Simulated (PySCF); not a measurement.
O, triplet; HF/aug-cc-pVDZ (PySCF).

PySCF was given this input:
```python
from pyscf import gto, scf

mol = gto.M(
    atom='''
O     0.00000000    0.00000000    0.00000000
''',
    basis='aug-cc-pvdz',
    spin=2,
    verbose=4,
)

mf = scf.UHF(mol)
mf.kernel()
mf.analyze()
```

The log (banner, timings and long lists left out):

```
PySCF version 2.14.0

[INPUT] verbose = 4
[INPUT] num. atoms = 1
[INPUT] num. electrons = 8
[INPUT] charge = 0
[INPUT] spin (= nelec alpha-beta = 2S) = 2
[INPUT] symmetry False subgroup None
[INPUT] Mole.unit = angstrom
[INPUT] Symbol           X                Y                Z      unit          X                Y                Z       unit  Magmom
[INPUT]  1 O      0.000000000000   0.000000000000   0.000000000000 AA    0.000000000000   0.000000000000   0.000000000000 Bohr   0.0

nuclear repulsion = 0
number of shells = 8
number of NR pGTOs = 35
number of NR cGTOs = 23
basis = aug-cc-pvdz
ecp = {}

******** <class 'pyscf.scf.uhf.UHF'> ********
method = UHF
initial guess = minao
damping factor = 0
level_shift factor = 0
DIIS = <class 'pyscf.scf.diis.CDIIS'>
diis_start_cycle = 1
diis_space = 8
diis_damp = 0
SCF conv_tol = 1e-09
SCF conv_tol_grad = None
SCF max_cycles = 50
direct_scf = True
direct_scf_tol = 1e-13
number electrons alpha = 5  beta = 3
Set gradient conv threshold to 3.16228e-05
init E= -74.2662543112106

cycle= 1 E= -74.7662715835924  delta_E= -0.5  |g|= 0.226  |ddm|= 0.747
cycle= 2 E= -74.7931833939802  delta_E= -0.0269  |g|= 0.0803  |ddm|= 0.189
cycle= 3 E= -74.7959590093927  delta_E= -0.00278  |g|= 0.0236  |ddm|= 0.0568
cycle= 4 E= -74.7965324087793  delta_E= -0.000573  |g|= 0.00707  |ddm|= 0.0291
cycle= 5 E= -74.7965976133558  delta_E= -6.52e-05  |g|= 0.00142  |ddm|= 0.0119
cycle= 6 E= -74.7966006043805  delta_E= -2.99e-06  |g|= 0.000317  |ddm|= 0.00261
cycle= 7 E= -74.7966007530042  delta_E= -1.49e-07  |g|= 3.9e-05  |ddm|= 0.000635
cycle= 8 E= -74.7966007544098  delta_E= -1.41e-09  |g|= 4.8e-06  |ddm|= 5.36e-05
cycle= 9 E= -74.7966007544396  delta_E= -2.98e-11  |g|= 5.13e-07  |ddm|= 8.5e-06
Extra cycle  E= -74.7966007544398  delta_E= -2.27e-13  |g|= 1.64e-07  |ddm|= 5.72e-07
converged SCF energy = -74.7966007544398  <S^2> = 2.0084199  2S+1 = 3.005608
**** SCF Summaries ****
Total Energy =                         -74.796600754439808
Nuclear Repulsion Energy =               0.000000000000000
One-electron Energy =                 -103.174968552589732
Two-electron Energy =                   28.378367798149920
Two-electron Coulomb Energy =           36.581531774569832
DFT Exchange-Correlation Energy =       -8.203163976419912
**** MO energy ****
                             alpha | beta                alpha | beta
MO #1   energy= -20.72082708998    | -20.6401428014541  occ= 1 | 1
MO #2   energy= -1.42224821634339  | -1.08198978965571  occ= 1 | 1
MO #3   energy= -0.71023766341219  | -0.519986233127437 occ= 1 | 1
MO #4   energy= -0.710237663412183 | 0.0656825936254775 occ= 1 | 0
MO #5   energy= -0.612562833161276 | 0.0656825936254801 occ= 1 | 0
MO #6   energy= 0.180593844664188  | 0.198630985297339  occ= 0 | 0
MO #7   energy= 0.183670350769609  | 0.203061025237435  occ= 0 | 0
MO #8   energy= 0.183670350769614  | 0.269799041967824  occ= 0 | 0
MO #9   energy= 0.196621619947265  | 0.269799041967827  occ= 0 | 0
MO #10  energy= 0.916925582151841  | 0.983034431675256  occ= 0 | 0
MO #11  energy= 0.916925582151844  | 0.984877116418941  occ= 0 | 0
MO #12  energy= 0.946675503162931  | 0.984877116418947  occ= 0 | 0
MO #13  energy= 0.946675503162935  | 0.993459837213628  occ= 0 | 0

To work with the spin densities directly, `use mulliken_meta_spin()` only printing them here.

 ** Mulliken spin pop alpha/beta on meta-lowdin orthogonal AOs **
 ** Mulliken Spin Density (per AO)  **
spin_pop of  0 O 1s       -0.00000
spin_pop of  0 O 2s        0.00007
spin_pop of  0 O 3s        0.00036
spin_pop of  0 O 4s        0.00010
spin_pop of  0 O 2px       0.99668
spin_pop of  0 O 2py       0.85764
spin_pop of  0 O 2pz       0.14132
spin_pop of  0 O 3px       0.00239
spin_pop of  0 O 3py       0.00187
spin_pop of  0 O 3pz      -0.00078
spin_pop of  0 O 4px       0.00043
spin_pop of  0 O 4py       0.00037
spin_pop of  0 O 4pz       0.00007
spin_pop of  0 O 3dxy     -0.00000
spin_pop of  0 O 3dyz     -0.00018
spin_pop of  0 O 3dz^2    -0.00031
spin_pop of  0 O 3dxz     -0.00000
spin_pop of  0 O 3dx2-y2   -0.00001
spin_pop of  0 O 4dxy     -0.00000
spin_pop of  0 O 4dyz     -0.00001
spin_pop of  0 O 4dz^2    -0.00002
spin_pop of  0 O 4dxz     -0.00000
spin_pop of  0 O 4dx2-y2   -0.00000
 ** Mulliken Spin Density (per atom)  **
spin density of  0 O =      2.00000
 ** Mulliken pop alpha/beta on meta-lowdin orthogonal AOs **
 ** Mulliken pop       alpha | beta **
pop of  0 O 1s        1.00000 | 1.00000
pop of  0 O 2s        0.99862 | 0.99855
pop of  0 O 3s        0.00083 | 0.00047
pop of  0 O 4s        0.00011 | 0.00001
pop of  0 O 2px       0.99718 | 0.00050
pop of  0 O 2py       0.99748 | 0.13984
pop of  0 O 2pz       0.99904 | 0.85772
pop of  0 O 3px       0.00239 | 0.00000
pop of  0 O 3py       0.00209 | 0.00022
pop of  0 O 3pz       0.00057 | 0.00135
pop of  0 O 4px       0.00043 | 0.00000
pop of  0 O 4py       0.00043 | 0.00005
pop of  0 O 4pz       0.00039 | 0.00032
pop of  0 O 3dxy      0.00000 | 0.00000
pop of  0 O 3dyz      0.00016 | 0.00034
pop of  0 O 3dz^2     0.00027 | 0.00058
pop of  0 O 3dxz      0.00000 | 0.00000
pop of  0 O 3dx2-y2    0.00001 | 0.00001
pop of  0 O 4dxy      0.00000 | 0.00000
pop of  0 O 4dyz      0.00000 | 0.00001
pop of  0 O 4dz^2     0.00000 | 0.00002
pop of  0 O 4dxz      0.00000 | 0.00000
pop of  0 O 4dx2-y2    0.00000 | 0.00000
In total             5.00000 | 3.00000
 ** Mulliken atomic charges   ( Nelec_alpha | Nelec_beta ) **
charge of  0O =      0.00000  (     5.00000      3.00000 )
Dipole moment(X, Y, Z, Debye):  0.00000, -0.00000,  0.00000
```
